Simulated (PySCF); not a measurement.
# ORD: SMILES C#C[C@]1(F)[SiH2]C[C@@H]1C, C6H9FSi

Geometry:
| atom | x (Å) | y (Å) | z (Å) |
| --- | --- | --- | --- |
| C1 | 1.742 | 2.185 | 0.711 |
| C2 | 0.982 | 1.452 | 0.145 |
| C3 | 0.051 | 0.610 | -0.555 |
| F4 | 0.321 | 0.675 | -1.929 |
| Si5 | -1.820 | 0.853 | -0.068 |
| C6 | -1.337 | -0.825 | 0.706 |
| C7 | -0.001 | -0.863 | -0.071 |
| C8 | 1.194 | -1.339 | 0.736 |
| H9 | 2.410 | 2.816 | 1.217 |
| H10 | -2.090 | 1.974 | 0.825 |
| H11 | -2.702 | 0.795 | -1.228 |
| H12 | -1.160 | -0.769 | 1.780 |
| H13 | -1.971 | -1.690 | 0.525 |
| H14 | -0.105 | -1.485 | -0.964 |
| H15 | 1.324 | -0.726 | 1.626 |
| H16 | 2.104 | -1.277 | 0.142 |
| H17 | 1.049 | -2.374 | 1.042 |

Computed with PySCF, TDDFT wB97X-D/def2-SVPD circular dichroism and optical rotation, one conformer, gas phase. Geometry: GFN2-xTB.

Stereocentres: C3 R, C7 S.

**Question.** What is the specific rotation at 633, 589.3, 546, 436, 405, 365, 355 nm?

**Answer.** [α] in deg dm⁻¹ (g/mL)⁻¹:
| λ (nm) | origin-invariant length gauge | modified velocity gauge | length gauge (centre of mass) | isotropic polarisability (au) |
| --- | --- | --- | --- | --- |
| 633 | +9.6 | +17.0 | +8.8 | 95.8 |
| 589.3 | +11.8 | +20.4 | +10.9 | 96.2 |
| 546 | +14.9 | +25.0 | +13.8 | 96.7 |
| 436 | +32.9 | +49.2 | +30.8 | 98.7 |
| 405 | +44.7 | +63.9 | +42.1 | 99.7 |
| 365 | +73.0 | +97.1 | +69.4 | 101.3 |
| 355 | +84.5 | +110.1 | +80.5 | 101.9 |

**Question.** And for the mirror image at 589.3 nm?

**Answer.** -11.8 deg dm⁻¹ (g/mL)⁻¹ (origin-invariant length gauge): the same size and the opposite sign.

**Question.** What is the molar rotation [Φ] = [α]·M/100 of the geometry above at 589.3 nm?

**Answer.** With M = 128.22 g/mol, +15.2 deg cm² dmol⁻¹ (origin-invariant length gauge).

The first excitation lies at 5.57 eV (222 nm) with R = +15.8 × 10⁻⁴⁰ esu² cm² (velocity form).
